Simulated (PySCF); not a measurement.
PbCl3, SMILES [Cl][Pb-]([Cl])[Cl], charge -1.

The structure is a stationary point at PBE0-D3(BJ)/def2-SVPD. The isomer is the one that the SMILES or the coordinates give; other isomers of the formula were not compared. The def2 effective core potentials stand for the cores of Pb; spin–orbit coupling is left out.

Computed with PBE0/def2-TZVPD in PySCF.

Symmetry labels are those of the subgroup Cs that the program uses (full group C3v).

### Question
List the valence orbital energies around the gap with their symmetry. (Estimate from the structure and the level; the computed values follow.)

### Answer

```csv
orbital,symmetry,energy (eV)
HOMO−7,A",-5.29
HOMO−6,A',-4.69
HOMO−5,A',-4.32
HOMO−4,A",-4.32
HOMO−3,A",-4.11
HOMO−2,A',-4.11
HOMO−1,A",-4.04
HOMO,A',-3.38
LUMO,A',2.35
LUMO+1,A',2.91
LUMO+2,A",2.91
LUMO+3,A',3.32
```
